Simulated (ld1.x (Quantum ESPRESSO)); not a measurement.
**N (Z = 7), TM semilocal: configuration errors across variants**

ld1.x (Quantum ESPRESSO) 7.5 input, shortened:

```
&input
   title='N', zed=7., rel=0, dft='PZ', iswitch=3,
   config='[He] 2s2 2p3 3d-2'
 /
 &inputp
   pseudotype=1, tm=.true., lloc=1,
   nlcc=.false.
 /
3
1S  1  0   2.00   0.00  0.30  0.30  0.0
3D  3  2  -2.00   0.25  1.95  1.95  0.0
2P  2  1   3.00   0.00  2.20  2.20  0.0
 &test
   configts(1)='1s2 2s2 2p3'
 /
```

Occupied shells without a wave of their own: 2s. They enter only through the test configuration that unscreens the potential.

All-electron excitation energies from the reference (eV): (1) 1s2 2s2 2p2 13.737; (2) 1s2 2s2 2p1 42.712; (3) 1s2 2s2 2p0 89.879; (4) 1s2 2s0 2p5 22.393; (5) 1s2 2s2 2p3.3 -1.667; (6) 1s2 2s1 2p4 11.174; (7) 1s1 2s2 2p3 416.513; (8) 1s2 2s2 2p3 spin -2.893; (9) 1s2 2s2 2p2 spin 12.049.

Spin tests fill each open shell by Hund’s rule, majority spin first.

A semilocal file is local in each channel, so a ghost entry of none says nothing of the separable form that plane-wave codes build from it.

For the base: The 2s level has no wave, so the channel is fitted at the deeper level alone: the likely source of the large errors.

4 further variants failed, have other tests or another functional or relativity, and are left out.

Errors AE − PS in meV (a dash: test not solved or not reliable):

```csv
change,(1),(2),(3),(4),(5),(6),(7),(8),(9),bound ghosts
base,+43,+511,+2208,+402,-1.0,+214,-2750,+21,+18,not determined
wave 3d channel at 0.25 Ry: rc 1.95 bohr becomes 3d channel at 0.25 Ry: rc 2.48 bohr,+43,+511,+2208,+402,-1.0,+214,-2750,+21,+18,not determined
wave 3d channel at 0.25 Ry: rc 1.95 bohr becomes 3d channel at -0.06 Ry: rc 1.95 bohr,+43,+511,+2208,+402,-1.0,+214,-2750,+21,+18,not determined
wave 1s (bound): rc 0.30 bohr becomes 1s (bound): rc 0.22 bohr,+40,+497,+2176,+12,-1.2,+25,-3132,+18,+13,not determined
"all radii scaled by about 0.95 (s 0.28, p 2.10, d 1.86 bohr)",+37,+458,+2018,+264,-1.0,+145,-2763,+29,+20,not determined
wave 3d channel at 0.25 Ry: rc 1.95 bohr becomes 3d channel at 0.25 Ry: rc 2.08 bohr,+43,+511,+2208,+402,-1.0,+214,-2750,+21,+18,not determined
```

Problem. Give the same row for: wave 2p (bound): rc 2.20 bohr becomes 2p (bound): rc 1.44 bohr.

Solution. +7.6, +94, +468, +470, -0.1, +232, -947, +74, +50; bound ghosts: not determined.
